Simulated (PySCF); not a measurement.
How the functional moves excitation energies

Bromine monofluoride, BrF.
Structure used (PBE0-D3(BJ)/def2-SVP), in Å, numbered top down from 1:
```xyz
2
BrF angstrom
F     -0.6977    0.4485   -0.1505
Br     0.7419   -0.5388    0.1566
```

Linear-response calculations in the def2-SVPD basis (PySCF; singlets by full response, triplets Tamm–Dancoff, core orbitals frozen in the response; HF means time-dependent Hartree–Fock). 'Strongest' is the level of largest summed f among the singlets computed (10 roots, of which the last may lack a degenerate partner); it can jump between rows when another state enters that window. S1 is the lowest singlet of each run and needn't be the same state throughout; f(S1) is that of one state. Isolated species at its PBE0-D3(BJ)/def2-SVP geometry, gas phase. The LDA/def2-SVPD calculation is non-relativistic and has no spin–orbit coupling, an omission that weighs most on bromine.

```csv
functional,kind,S1 (eV),f(S1),strongest (eV),T1 (eV),HOMO (eV),gap (eV),"ionisation energy, ΔSCF (eV)"
LDA,LDA,3.11,0.000,7.93,2.25,-7.68,2.58,12.01
PBE,GGA,3.18,0.000,7.83,2.23,-7.53,2.71,11.76
B3LYP,"global hybrid, 20% exact exchange",3.28,0.000,8.20,2.33,-8.75,4.75,12.05
PBE0,"global hybrid, 25% exact exchange",3.35,0.000,8.49,2.34,-9.03,5.30,12.02
BHandHLYP,"global hybrid, 50% exact exchange",3.46,0.000,8.80,2.45,-10.37,7.80,12.13
CAM-B3LYP,range-separated hybrid,3.29,0.000,8.43,2.33,-10.44,7.89,12.13
wB97X-D,range-separated hybrid,3.35,0.000,8.64,2.42,-10.98,9.12,12.08
LC-wPBE,range-separated hybrid,3.35,0.000,8.94,2.32,-11.85,10.59,12.14
HF,Hartree–Fock,3.77,0.000,10.53,2.58,-12.48,12.67,not settled
```

S1 runs from 3.11 eV (LDA) to 3.77 eV (HF), a spread of 0.67 eV, while the orbital gap spreads over 10.1 eV. Along PBE (0%), B3LYP (20%), PBE0 (25%), BHandHLYP (50%), HF (100%) S1 rises with the share of exact exchange. −ε(HOMO) comes closest to its own ΔSCF ionisation energy with LC-wPBE (-0.29 eV) and misses most with LDA (-4.34 eV). 'Not settled' means that the ion's SCF failed to converge or may have ended in another state than the lowest.
